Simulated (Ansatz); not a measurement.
`CC(=O)O[Si](Cl)(Cl)Cl`, 11 atoms. Total charge 0; spin multiplicity 1. All runs use 4 threads of an Arm Neoverse V1 on a shared host. Correlated methods freeze the cores.

**Question.** How many basis functions does each run have, and how long does it take in Ansatz? RHF-CCSD(T)/def2-SVP energy; RKS PBE0-D4/def2-SVP energy; RKS HSE06 (plane-wave form)-D4/def2-TZVPP energy; RKS PBE0-D4/def2-TZVP relaxation (10 steps); RKS PBE0-D4/def2-TZVPP energy; RKS ωB97M-V/def2-QZVPP energy; RHF-MP2/def2-QZVPP energy; RKS ωB97M-V/def2-TZVPP energy and forces; RKS SPW92 (LDA)/def2-TZVPP energy; RKS PBE0-D4/def2-QZVPP energy; RKS ωB97M-V/def2-SVP energy; direct RPA on PBE orbitals/def2-TZVPP energy. (Best estimate.)

**Answer.** Ansatz gave: Other jobs shared the machine, so times are rough.

```csv
level,job,functions,wall time,peak host memory (GiB)
RKS PBE0-D4/def2-SVP,energy,143,2.6 s,0.6
RKS SPW92 (LDA)/def2-TZVPP,energy,334,3 s,0.66
RKS HSE06 (plane-wave form)-D4/def2-TZVPP,energy,334,11 s,1.6
RKS PBE0-D4/def2-TZVPP,energy,334,11 s,1.5
RKS ωB97M-V/def2-SVP,energy,143,11 s,0.61
direct RPA on PBE orbitals/def2-TZVPP,energy,334,13 s,1
RHF-CCSD(T)/def2-SVP,energy,143,28 s,1
RKS ωB97M-V/def2-TZVPP,energy and forces,334,30 s,1.9
RKS PBE0-D4/def2-QZVPP,energy,598,33 s,3.4
RKS ωB97M-V/def2-QZVPP,energy,598,61 s,4
RHF-MP2/def2-QZVPP,energy,598,70 s,5.1
RKS PBE0-D4/def2-TZVP,relaxation (10 steps),290,120 s,1.2
```
